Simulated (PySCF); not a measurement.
**Molecular orbitals of TeF**

MN15 at R = 1.950 Å; Te cc-pVDZ-PP with ECP28, F cc-pVDZ; scalar-relativistic core potentials (PySCF 2.14). State: ²Π (doublet), unpaired electrons π ↑. Only the outer orbitals are listed, counted within each symmetry, core potentials removing the inner ones.

```tsv
spin	orbital	occ.	ε (eV)	on Te (%)	main shells (%)
α	5σ	1	-31.79	7	92 F s
α	6σ	1	-18.67	86	86 Te s, 10 F p
α	7σ	1	-12.53	32	67 F p, 21 Te p, 10 Te s
α	3π	1	-12.45	13	87 F p, 12 Te p
α	3π	1	-12.19	9	90 F p, 8 Te p
α	4π	1	-8.19	89	89 Te p, 11 F p
α	4π	1	-7.19	92	92 Te p
α	8σ	0	-1.79	85	77 Te p, 15 F p
α	9σ	0	6.98	100	97 Te s
α	5π	0	9.11	100	84 Te p, 16 Te d
β	5σ	1	-31.69	7	92 F s
β	6σ	1	-17.79	82	82 Te s, 14 F p
β	7σ	1	-12.31	34	64 F p, 20 Te p, 14 Te s
β	3π	1	-12.12	9	91 F p
β	3π	1	-11.89	8	92 F p
β	4π	1	-6.83	93	93 Te p
β	4π	0	-3.53	94	93 Te p
β	8σ	0	-1.41	86	78 Te p, 14 F p
β	9σ	0	7.63	100	98 Te s
```

**Question.** Which are the highest filled and the lowest empty level, where do they sit, and how wide is the gap?

**Answer.** Highest filled β 4π at -6.83 eV (in %: 93 Te p); lowest empty β 4π at -3.53 eV (in %: 93 Te p); the gap at MN15 is 3.30 eV. Both belong to one degenerate shell, split only by its one-sided filling, so this is no excitation gap.

```json
{"bond order (Mayer)": "0.94", "⟨S²⟩": "0.752", "charge on Te (Mulliken, basis-dependent)": "0.40", "charge on Te (Löwdin, basis-dependent)": "0.40", "dipole moment (positive dipole means Te(−)F(+))": "-2.52 D"}
```

Spin–orbit coupling is left out. The state was picked by a PBE0 search and need not be the measured ground state.
